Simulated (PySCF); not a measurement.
Compound: C₆H₆F₃O (doublet state).
Z-matrix (Å and degrees, GFN2-xTB geometry), rows numbered from 1:
```
F 
C   1  1.3438
F   2  1.3412  1  106.33
F   2  1.3398  1  106.47  3   113.40
C   2  1.5226  1  111.88  3  -123.46
C   5  1.4911  2  111.07  1  -179.79
C   6  1.3466  5  127.75  2    95.69
O   7  1.3442  6  113.03  5  -178.86
C   8  1.3574  7  107.77  6    -0.83
C   9  1.4857  8  111.39  7     2.12
H   5  1.0914  2  106.98  1   -58.49
H   5  1.0924  2  107.19  1    58.78
H   7  1.0733  6  130.28  5     1.58
H   9  1.0678  8  117.76  7   171.51
H  10  1.1022  6  112.68  5    59.54
H  10  1.1017  6  112.48  5   -59.92
```

The geometry is computed with GFN2-xTB (gas phase). This method treats the open shell by occupation alone, without spin polarisation.

Take the most abundant isotopes and a rigid rotor. The values belong to one conformer with, in the numbering `[F:1][C:2]([F:3])([F:4])[CH2:5][C:6]1=[CH:7][O:8][CH:9][CH2:10]1`, C2–C5–C6–C7 96°.

Task: Give the principal moments of inertia and the rotational constants in cm⁻¹.

Result: Ia = 161.95, Ib = 644.01, Ic = 689.25 u·Å²; 505379 MHz·u·Å²/I gives 3121, 784.7 and 733.2 MHz, that is A = 0.10409, B = 0.02618, C = 0.02446 cm⁻¹.

Task: What kind of rotor is it?

Result: A near-prolate asymmetric top; Ray's κ = -0.957.

Task: What does the inertial defect say?

Result: Not planar: Δ = Ic − Ia − Ib = -116.72 u·Å². For a rigid frame Δ = −2 Σ m c², so Σ m c² = 58.36 u·Å² lies off the ab plane: 8.06 from hydrogen and 50.29 from heavier atoms. The atom farthest from that plane is 1.81 Å away.

Task: Give the other two planar moments, Paa and Pbb, and the rms extents of the mass along the axes.

Result: Paa = Σ m a² = (Ib + Ic − Ia)/2 = 585.66 and Pbb = Σ m b² = (Ia + Ic − Ib)/2 = 103.59 u·Å². With the mass M = 151.04 u, the rms extents √(P/M) along a, b and c are 1.97, 0.83, 0.62 Å.

Task: Estimate the classical rotational partition function at 50 K, 298.15 K and 500 K.

Result: Point group C1, symmetry number σ = 1; q = (√π/σ)·√((kT/h)³/(ABC)), k/h = 20836.6 MHz/K: 44500 at 50 K, 648000 at 298.15 K, 1410000 at 500 K.

For this open shell read J as N, the rotation without spin; fine and hyperfine splittings come on top. Whether it is a minimum is left open (no frequencies). These are rigid-rotor constants of the computed structure; measured ground-state constants (B0) also hold zero-point vibration.
